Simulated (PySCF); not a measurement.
Compound: C2H7B2F.
Cartesian coordinates in Å at the PBE0-D3(BJ)/def2-SVP level; atoms count from 1:
```xyz
12
C2H7B2F angstrom
C     -1.4577   -0.4121    0.2324
B      0.0472   -0.0056    0.0212
C      0.4457    1.5158    0.0357
B      1.2198   -1.2074   -0.2537
F      1.8270   -1.8244    0.7585
H     -2.1753    0.4218    0.1842
H     -1.5081   -0.8318    1.2575
H     -1.7971   -1.2280   -0.4257
H     -0.1232    2.0867    0.7886
H      0.1068    1.9082   -0.9445
H      1.5158    1.7502    0.1278
H      1.5803   -1.5702   -1.3630
```

Lines to be assigned: B 1s: 195.59 (area 1), 197.24 (area 1) eV; C 1s: 290.25 eV; F 1s: 692.91 eV.

The calculation used delta-SCF UKS SCAN, pcX-2 on the ionised atom, pcseg-1 elsewhere, spin-free X2C (PySCF 2.14.0). Geometry: PBE0-D3(BJ)/def2-SVP; no solvent, vibrations or thermal averaging.

Task: Which boron gives which B 1s line?

Result: 195.59 eV: B2 (three-coordinate boron); 197.24 eV: B4 (three-coordinate boron). Lowest listed B 1s: B2, bonded to 2 C and B. Highest, 1.65 eV above it: B4, bonded to F, H and B.

Bonded neighbours of each site: C1/C3: 3 H and B; B2: 2 C and B; B4: F, H and B; F5: B.

Task: Give the binding energy of C 1s of C1/C3 in hartree and in kJ/mol.

Result: 290.25 eV = 10.6665 Eh = 28005 kJ/mol.

Topologically equivalent atoms share the value of their first member; where this conformer doesn't relate them by symmetry, their own values could differ.
